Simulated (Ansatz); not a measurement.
Problem. Name a neutral molecule of B, Br, C, S and H with size of the dipole moment (PBE/def2-TZVPP) between 0.80 and 1.10 D and HOMO–LUMO gap (PBE/def2-TZVPP) between 4.55 and 4.85 eV (Ansatz, PBE0-D4/def2-TZVP geometry).

Solution. `CSB(C)Br` (0.94 D, 4.69 eV). Other molecules can fit too; these were computed, each in one conformer that needn't be the lowest.
